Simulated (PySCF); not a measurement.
Pb²⁺: interval between two levels

Pb²⁺ [Xe] 4f14 5d10 6s2 → Pb²⁺ [Xe] 4f14 5d9 6s2 6p1 [3F4, M_J = 4], as a difference of total energies. Calculation: PySCF 2.14, in x2c-SVPall-2c with one added diffuse shell each of s, p type (8s12p7d2f, 93 functions); the two-component X2C-1e Hamiltonian. Correlated levels: [Kr] 4d10 4f14 frozen; the 22 highest virtual spinors dropped. "Screened" scales the spin-orbit matrix elements by Boettger's factors to mimic the two-electron term; Breit and QED terms are absent.

```
                    method  interval between two levels (cm⁻¹)
           GHF (spin-free)                              173330
          GMP2 (spin-free)                              178130
 GHF (screened spin-orbit)                              170330
GMP2 (screened spin-orbit)                              174450
```

The labels give the starting determinants; with spin-orbit coupling the two ends relaxed to ⟨J²⟩ = 0.00, ⟨L²⟩ = 0.19, ⟨S²⟩ = 0.19 and ⟨J²⟩ = 20.01, ⟨L²⟩ = 12.19, ⟨S²⟩ = 2.19.
